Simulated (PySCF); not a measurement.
NMR parameters of W(NH)2Cl2

W(NH)2Cl2, Cl2H2N2W, point group C2v.

Geometry (Å), atoms numbered from 1 in this order:
```xyz
7

W    -0.3937    0.0166   -0.2937
N    -0.4445   -0.0470    1.4418
H    -0.0422   -0.0842    2.3744
N     1.2619    0.0049   -0.8150
H     2.2697   -0.0144   -0.6859
Cl   -1.2862    2.0301   -0.9365
Cl   -1.3650   -1.9061   -1.0852
```

GIAO calculations in PySCF 2.14.0 with density-fitted response routines on the PBE0-D3(BJ)/def2-SVP structure: isolated species, scalar relativity only through the core potential, equivalent atoms averaged; basis pcSseg-1 (def2-TZVP on W).

Task: Give the isotropic shieldings (ppm) with KT2, PBE0.

Result: 
```json
{"atoms": "Cl6/Cl7", "environment": "chlorine bonded to W", "KT2": "662", "PBE0": "696"}
{"atoms": "N2/N4", "environment": "nitrogen bonded to W, H", "KT2": "-103.8", "PBE0": "-135.6"}
{"atoms": "H3/H5", "environment": "hydrogen on a nitrogen bonded to W", "KT2": "22.47", "PBE0": "22.48"}
{"atoms": "HOMO–LUMO gap (eV)", "environment": "–", "KT2": "3.79", "PBE0": "5.92"}
```

Task: And the chemical shifts, against references computed in the same way?

Result: 
```
  atoms  nucleus, reference    KT2   PBE0
Cl6/Cl7           35Cl, HCl    281    248
  N2/N4            15N, NH3  368.2  401.3
  H3/H5             1H, TMS   8.71   8.79
```

Task: Which part of the shielding of Cl6/Cl7 depends on the functional?

Result: Diamagnetic: KT2 1150, PBE0 1148 ppm; paramagnetic: KT2 -488, PBE0 -453 ppm. The diamagnetic part, set mainly by inner electrons, hardly moves; the paramagnetic part goes with low-lying magnetically allowed excitations and carries the spread.

W is described by an effective core potential, so it has no shielding of its own here; spin–orbit effects on the atoms bonded to it, which can be large, are absent, and the values of these neighbours are rough. Experimental scales use liquid or dissolved standards, which lie at an offset from isolated NH3 (liquid NH3: subtract about 20 ppm). Unscaled 15N shifts of sp2 nitrogen come out 20 to 40 ppm too high even then.
